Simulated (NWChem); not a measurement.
System: CdSiNH5; SMILES [NH2][Cd][SiH3]

Here is an NWChem input.

```
start job
memory heap 200 mb stack 900 mb global 1100 mb
geometry units angstroms
  Cd    -0.224995     0.322896    -0.048662
  N      0.700011     1.461671    -1.568589
  H      0.896356     2.441453    -1.359042
  H      0.176537     1.505836    -2.445701
  Si     0.444672    -1.901162     0.984050
  H      0.528458    -2.976115    -0.035667
  H     -0.416757    -2.473100     2.039316
  H      1.789961    -1.846633     1.605980
end
basis spherical
  * library def2-svp
end
ecp
  Cd library def2-ecp
end
dft
  xc pbe0
  iterations 150
end
driver
  maxiter 120
end
task dft optimize
dft
  grid fine
  convergence energy 1d-8 density 1d-7
end
task dft freq numerical
```

Parts of the log:

```
             Northwest Computational Chemistry Package (NWChem) 7.3.0
             --------------------------------------------------------

 C1  symmetry detected

                             Geometry "geometry" -> ""
                             -------------------------

 Output coordinates in angstroms (scale by  1.889725989 to convert to a.u.)

  No.       Tag          Charge          X              Y              Z
 ---- ---------------- ---------- -------------- -------------- --------------
    1 Cd                  48.0000    -0.29167005     0.36718627    -0.00052336
    2 N                    7.0000     0.95437497     2.07299619     0.01386521
    3 H                    1.0000     0.77495970     2.77180803     0.73629600
    4 H                    1.0000     0.94179061     2.61664513    -0.85192258
    5 Si                  14.0000     0.29802857    -2.10538848     0.00288308
    6 H                    1.0000     1.13560447    -2.47094194    -1.16639194
    7 H                    1.0000    -0.80322472    -3.08996161    -0.02194187
    8 H                    1.0000     1.09800742    -2.48802550     1.19166211

 Effective nuclear repulsion energy (a.u.)     306.3916253515

                                Z-matrix (autoz)
                                --------

 Units are Angstrom for bonds and degrees for angles

      Type          Name      I     J     K     L     M      Value
      ----------- --------  ----- ----- ----- ----- ----- ----------
    1 Stretch                  1     2                       2.11249
    2 Stretch                  1     5                       2.54192
    3 Stretch                  2     3                       1.02100
    4 Stretch                  2     4                       1.02240
    5 Stretch                  5     6                       1.48404
    6 Stretch                  5     7                       1.47742
    7 Stretch                  5     8                       1.48310
    8 Bend                     1     2     3               116.99068
    9 Bend                     1     2     4               114.60396
   10 Bend                     1     5     6               111.68353
   11 Bend                     1     5     7               118.37816
   12 Bend                     1     5     8               112.15841
   13 Bend                     2     1     5               130.43687
   14 Bend                     3     2     4               103.47854
   15 Bend                     6     5     7               104.08130
   16 Bend                     6     5     8               105.28154
   17 Bend                     7     5     8               104.09891
   18 Torsion                  2     1     5     6         -58.61986
   19 Torsion                  2     1     5     7        -179.44239
   20 Torsion                  2     1     5     8          59.29623
   21 Torsion                  3     2     1     5        -127.32376
   22 Torsion                  4     2     1     5         111.28230

                           NWChem Geometry Optimization
                           ----------------------------

 maximum gradient threshold         (gmax) =   0.000450
 rms gradient threshold             (grms) =   0.000300
 maximum cartesian step threshold   (xmax) =   0.001800
 rms cartesian step threshold       (xrms) =   0.001200
 fixed trust radius                (trust) =   0.300000
 source of zmatrix                         =   autoz

          -------------------
          Energy Minimization
          -------------------

 Using diagonal initial Hessian
 Scaling for Hessian diagonals: bonds = 1.00  angles = 0.25  torsions = 0.10

          --------
          Step   0

                                 NWChem DFT Module
                                 -----------------

 Summary of "ao basis" -> "ao basis" (spherical)
 ------------------------------------------------------------------------------
       Tag                 Description            Shells   Functions and Types
 ---------------- ------------------------------  ------  ---------------------
 Cd                         def2-svp                11       31   5s3p2d1f
 N                          def2-svp                 6       14   3s2p1d
 H                          def2-svp                 3        5   2s1p
 Si                         def2-svp                 8       18   4s3p1d

            General Information
            -------------------
          SCF calculation type: DFT
          Wavefunction type:  closed shell.
          No. of atoms     :     8
          No. of electrons :    46
           Alpha electrons :    23
            Beta electrons :    23
          Charge           :     0
          Spin multiplicity:     1
          Use of symmetry is: off; symmetry adaption is: off
          Maximum number of iterations: 150
          AO basis - number of functions:    88
                     number of shells:    40
          Convergence on energy requested:  1.00D-06
          Convergence on density requested:  1.00D-05
          Convergence on gradient requested:  5.00D-04

              XC Information
              --------------
                         PBE0 Method XC Functional
                     Hartree-Fock (Exact) Exchange  0.250
          PerdewBurkeErnzerhof Exchange Functional  0.750
            Perdew 1991 LDA Correlation Functional  1.000 local
           PerdewBurkeErnz. Correlation Functional  1.000 non-local

             Grid Information
             ----------------
          Grid used for XC integration:  medium
          Radial quadrature: Mura-Knowles
          Angular quadrature: Lebedev.
          Tag              B.-S. Rad. Rad. Pts. Rad. Cut. Ang. Pts.
          ---              ---------- --------- --------- ---------
          Cd                  1.55      123          10.0       590
          N                   0.65       49          13.0       434
          H                   0.35       45          14.0       434
          Si                  1.10       88          12.0       590
          Grid pruning is: on
          Number of quadrature shells:   485
          Spatial weights used:  Erf1

      Superposition of Atomic Density Guess
      -------------------------------------

 Sum of atomic energies:        -537.45280699

      Non-variational initial energy
      ------------------------------

 Total energy =    -513.046986
 1-e energy   =   -1076.190776
 2-e energy   =     411.348494
 HOMO         =      -0.286510
 LUMO         =      -0.040201

   convergence    iter        energy       DeltaE   RMS-Dens  Diis-err
 ---------------- ----- ----------------- --------- --------- ---------
 d= 0,ls=0.0,diis     1   -514.5252830912 -6.66D+02  2.39D-02  5.70D-01
 d= 0,ls=0.0,diis     2   -513.9538192496  5.71D-01  1.95D-02  4.06D+00
 d= 0,ls=0.0,diis     3   -514.6107871672 -6.57D-01  2.41D-03  3.05D-02
 d= 0,ls=0.0,diis     4   -514.6146911722 -3.90D-03  9.65D-04  5.67D-03
 d= 0,ls=0.0,diis     5   -514.6154807111 -7.90D-04  1.83D-04  3.26D-04
  Resetting Diis
 d= 0,ls=0.0,diis     6   -514.6155154371 -3.47D-05  4.52D-05  1.22D-05
 d= 0,ls=0.0,diis     7   -514.6155172098 -1.77D-06  2.73D-05  1.77D-06
 d= 0,ls=0.0,diis     8   -514.6155169598  2.50D-07  1.70D-05  4.13D-06
 d= 0,ls=0.0,diis     9   -514.6155174260 -4.66D-07  4.19D-06  1.97D-07

         Total DFT energy =     -514.615517425979
      One electron energy =    -1078.129409287386
           Coulomb energy =      456.601794705201
    Exchange-Corr. energy =      -44.883199321754
 Nuclear repulsion energy =      151.795296477960

 Numeric. integr. density =       45.999989306211

                       DFT Final Molecular Orbital Analysis
                       ------------------------------------

 Vector   21  Occ=2.000000D+00  E=-3.413095D-01
              MO Center=  9.8D-02, -2.1D+00,  2.2D-03, r^2= 3.8D+00
   Bfn.  Coefficient  Atom+Function         Bfn.  Coefficient  Atom+Function
  ----- ------------  ---------------      ----- ------------  ---------------
    79      0.327867  7 H  s                 63     -0.275715  5 Si px
    66     -0.217006  5 Si px                84     -0.194912  8 H  s
    74     -0.191634  6 H  s                  4      0.186377  1 Cd s
    80      0.182078  7 H  s                 60      0.157936  5 Si px
    36      0.129886  2 N  py                 2     -0.115832  1 Cd s

 Vector   22  Occ=2.000000D+00  E=-2.702981D-01
              MO Center=  1.3D-01, -3.8D-01, -3.7D-04, r^2= 4.6D+00
   Bfn.  Coefficient  Atom+Function         Bfn.  Coefficient  Atom+Function
  ----- ------------  ---------------      ----- ------------  ---------------
     4      0.338273  1 Cd s                 67      0.274189  5 Si py
    36     -0.262231  2 N  py                34     -0.254102  2 N  s
    64      0.242844  5 Si py                 2     -0.192958  1 Cd s
    59      0.174943  5 Si s                 39      0.173705  2 N  py
    10     -0.155603  1 Cd py                15      0.153359  1 Cd d -2

[...]

      ----------------------
      Optimization converged
      ----------------------

  Step       Energy      Delta E   Gmax     Grms     Xrms     Xmax
  ---- ---------------- -------- -------- -------- -------- --------
@    8    -514.63366101 -7.4D-08  0.00002  0.00001  0.00042  0.00130
                                     ok       ok       ok       ok

                                Z-matrix (autoz)
                                --------

 Units are Angstrom for bonds and degrees for angles

      Type          Name      I     J     K     L     M      Value     Gradient
      ----------- --------  ----- ----- ----- ----- ----- ---------- ----------
    1 Stretch                  1     2                       2.01519    0.00000
    2 Stretch                  1     5                       2.48581    0.00001
    3 Stretch                  2     3                       1.01770   -0.00000
    4 Stretch                  2     4                       1.01771   -0.00000
    5 Stretch                  5     6                       1.49870    0.00001
    6 Stretch                  5     7                       1.49848    0.00002
    7 Stretch                  5     8                       1.49864    0.00001
    8 Bend                     1     2     3               117.69603   -0.00001
    9 Bend                     1     2     4               117.64565    0.00000
   10 Bend                     1     5     6               111.71795    0.00001
   11 Bend                     1     5     7               111.52005   -0.00000
   12 Bend                     1     5     8               111.94680    0.00001
   13 Bend                     2     1     5               176.15003   -0.00000
   14 Bend                     3     2     4               107.17660   -0.00001
   15 Bend                     6     5     7               107.10285   -0.00000
   16 Bend                     6     5     8               107.14639   -0.00000
   17 Bend                     7     5     8               107.11898   -0.00000
   18 Torsion                  2     1     5     6         -59.39959    0.00000
   19 Torsion                  2     1     5     7        -179.22371    0.00000
   20 Torsion                  2     1     5     8          60.77472    0.00000
   21 Torsion                  3     2     1     5        -118.91793   -0.00002
   22 Torsion                  4     2     1     5         110.42927    0.00001

                         Geometry "geometry" -> "geometry"
                         ---------------------------------

 Output coordinates in angstroms (scale by  1.889725989 to convert to a.u.)

  No.       Tag          Charge          X              Y              Z
 ---- ---------------- ---------- -------------- -------------- --------------
    1 Cd                  48.0000     0.59019899     0.27805982    -0.00717677
    2 N                    7.0000     0.86976713     2.27374005    -0.01651288
    3 H                    1.0000     0.49231059     2.80789496     0.76317733
    4 H                    1.0000     0.63611148     2.77932152    -0.86828740
    5 Si                  14.0000     0.41139457    -2.20127583     0.00690214
    6 H                    1.0000     1.09598196    -2.81339681    -1.17747350
    7 H                    1.0000    -1.01799509    -2.64951939    -0.03000319
    8 H                    1.0000     1.03010132    -2.80050621     1.23330093

 Effective nuclear repulsion energy (a.u.)     313.4874145292

                Final and change from initial internal coordinates
                --------------------------------------------------

                                Z-matrix (autoz)
                                --------

 Units are Angstrom for bonds and degrees for angles

[...]

 Rotational Constants
 --------------------
 A=   2.246909 cm-1  (  3.232728 K)
 B=   0.064716 cm-1  (  0.093109 K)
 C=   0.064452 cm-1  (  0.092730 K)

 Temperature                      =   298.15K
 frequency scaling parameter      =   1.0000

 Zero-Point correction to Energy  =   30.278 kcal/mol  (  0.048251 au)
 Thermal correction to Energy     =   34.629 kcal/mol  (  0.055184 au)
 Thermal correction to Enthalpy   =   35.221 kcal/mol  (  0.056128 au)

 Total Entropy                    =   86.194 cal/mol-K
   - Translational                =   41.118 cal/mol-K (mol. weight = 160.9227)
   - Rotational                   =   24.646 cal/mol-K (symmetry #  =        1)
   - Vibrational                  =   20.430 cal/mol-K

 Cv (constant volume heat capacity) =   21.172 cal/mol-K
   - Translational                  =    2.979 cal/mol-K
   - Rotational                     =    2.979 cal/mol-K
   - Vibrational                    =   15.214 cal/mol-K

[normal modes left out]

 ----------------------------------------------------------------------------
 Normal Eigenvalue ||           Projected Infra Red Intensities
  Mode   [cm**-1]  || [atomic units] [(debye/angs)**2] [(KM/mol)] [arbitrary]
 ------ ---------- || -------------- ----------------- ---------- -----------
    1       -0.000 ||    0.000037           0.001         0.036       0.010
    2       -0.000 ||    0.000230           0.005         0.224       0.060
    3       -0.000 ||    0.000524           0.012         0.511       0.136
    4        0.000 ||    0.000017           0.000         0.017       0.004
    5        0.000 ||    0.000572           0.013         0.558       0.149
    6        0.000 ||    0.004025           0.093         3.924       1.045
    7        8.315 ||    0.017572           0.405        17.130       4.561
    8       99.900 ||    0.003361           0.078         3.276       0.872
    9      105.052 ||    0.001271           0.029         1.239       0.330
   10      294.526 ||    0.005337           0.123         5.202       1.385
   11      383.678 ||    0.147581           3.405       143.869      38.301
   12      447.596 ||    0.004422           0.102         4.310       1.148
   13      459.608 ||    0.007834           0.181         7.637       2.033
   14      588.296 ||    0.071986           1.661        70.176      18.683
   15      690.131 ||    0.017556           0.405        17.114       4.556
   16      857.525 ||    0.269466           6.217       262.688      69.934
   17      938.792 ||    0.039545           0.912        38.550      10.263
   18      941.796 ||    0.042522           0.981        41.453      11.036
   19     1526.742 ||    0.005363           0.124         5.228       1.392
   20     2203.712 ||    0.079529           1.835        77.529      20.640
   21     2212.694 ||    0.095592           2.205        93.188      24.809
   22     2213.952 ||    0.095751           2.209        93.342      24.850
   23     3559.663 ||    0.005345           0.123         5.210       1.387
   24     3657.897 ||    0.009316           0.215         9.081       2.418
 ----------------------------------------------------------------------------
```

Level: PBE0/def2-SVP with def2 effective core potentials on Cd. def2 effective core potentials on Cd; no spin-orbit coupling.
